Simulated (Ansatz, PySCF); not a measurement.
iminoborane (BH2N), SMILES B=N.

Geometry: B3LYP-D3(BJ)/def2-TZVPD.

Vertical ionisation energy (IE) and electron affinity (EA) in eV. Rows of orbital energies are one-electron estimates. Where ΔSCF, EOM or ADC give a negative EA the extra electron is unbound and the value depends on the basis.

```
level                                                                    IE     EA
--------------------------------------------------------------------  -----  -----
−ε(HOMO), −ε(LUMO), HF/def2-TZVPD (PySCF)                             11.68  -1.33
−ε(HOMO), −ε(LUMO), PBE0/def2-TZVPD (PySCF)                            8.59  -0.42
−ε(HOMO), −ε(LUMO), PBE/def2-TZVPD (PySCF)                             7.26   0.33
EOM-CCSD/aug-cc-pVDZ (PySCF)                                          11.29  -0.97
ADC(2)/aug-cc-pVDZ (PySCF)                                                …      …
ΔSCF, PBE0/def2-TZVPD (Ansatz), final states of multiplicity 2 and 2  11.31  -0.98
ΔSCF, PBE/def2-TZVPD (Ansatz), final states of multiplicity 2 and 2   11.53  -0.92
```

What belongs in the gaps? (The exact figures need the calculation; the answer reports its results.)


- ADC(2)/aug-cc-pVDZ (PySCF), IE: 10.56
- ADC(2)/aug-cc-pVDZ (PySCF), EA: -0.99

What vertical singlet–triplet gap does ΔSCF give with PBE0/def2-TZVPD (Ansatz, a program for electronic structure) and with PBE/def2-TZVPD (Ansatz)? (Estimate from the structure and the level; the computed values follow.)

6.08 and 6.25 eV (triplet above singlet where positive).

Computed lowest 1s main lines (those of the lightest heavy element) from CVS-ADC(2)-x/aug-cc-pVDZ (PySCF, non-relativistic), with pole strengths:
198.1 eV (1.53).

Beyond the first one, list the lowest photoelectron lines from ADC(2)/aug-cc-pVDZ (PySCF 2.14.0) with their pole strengths (two spins summed). (The exact figures need the calculation; the answer reports its results.)

15.68 eV (1.82), 17.58 eV (1.72).
